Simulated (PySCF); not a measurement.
Species: C₇H₅ClO.
Cartesian coordinates in Å at the PBE0-D3(BJ)/def2-SVP level; atoms count from 1:
```
atom  x, y, z in Å
O1     4.4453   -0.6315   -0.5427
C2     3.8629    0.3301   -0.1611
Cl3    4.7812    1.8145    0.2427
C4     2.3952    0.4335    0.0205
C5     1.7469    1.5877    0.4739
C6     0.3625    1.5948    0.6125
C7    -0.3790    0.4554    0.3017
C8     0.2644   -0.6979   -0.1504
C9     1.6465   -0.7112   -0.2909
H10    2.3351    2.4739    0.7148
H11   -0.1414    2.4968    0.9662
H12   -1.4662    0.4658    0.4117
H13   -0.3162   -1.5903   -0.3943
H14    2.1716   -1.6013   -0.6427
```

All values: wB97X-D/def2-SVPD (PySCF, non-relativistic), on one gas-phase PBE0-D3(BJ)/def2-SVP geometry that isn't relaxed in the solvent. The solvent is an IEF-PCM continuum (Bondi radii, 1.10 Å for H, scaled by 1.2), and excitations are vertical TDDFT with non-equilibrium linear response and a frozen core. Specific hydrogen bonds and non-electrostatic terms are outside this model.

| run | E − E(gas) (kJ/mol) | HOMO (eV) | HOMO–LUMO gap (eV) | dipole (D) | lowest singlet (eV) | static polarisability (au) |
| --- | --- | --- | --- | --- | --- | --- |
| gas | 0.00 | -9.79 | 9.21 | 3.92 | 4.71 | 98.1 |
| P | -13.70 | -9.62 | 9.07 | 4.82 | 4.82 | 125.7 |
| Q | -19.23 | -9.57 | 9.02 | 5.18 | 4.79 | 139.4 |

Problem. The runs were made in chloroform and dimethylsulfoxide. Which run belongs to which solvent?

Solution. P = chloroform, Q = dimethylsulfoxide. The dielectric constants are 4.711 (chloroform), 46.83 (dimethylsulfoxide), and the energy falls further as ε rises. The optical constants n² used for the excitations are 2.09, 2.19 in the same order. In this model the ground state sees the solvent through ε alone.

Problem. How constant is the ratio of the lowering to (ε − 1)/(2ε + 1)?

Solution. 
```
          solvent  (ε − 1)/(2ε + 1)  E − E(gas) (kJ/mol)  ratio (kJ/mol)  polarisation term (kJ/mol)
       chloroform             0.356               -13.70           -38.5                      -15.55
dimethylsulfoxide             0.484               -19.23           -39.7                      -22.94
```

The ratio changes by +3.2 % in size from chloroform to dimethylsulfoxide. The polarisation term is half the interaction of the solute with the induced surface charges.

Hardware: Intel Xeon Platinum 8259CL at 2.50 GHz, one thread, no GPU (shared host). Cost: 57 s wall, 1.1 GiB resident at most. This is the whole response run at wB97X-D/def2-SVPD in dimethylsulfoxide, SCF included.

The pairwise dispersion term of wB97X-D wasn't added to the energies; at a given geometry it leaves orbitals and properties as they are.
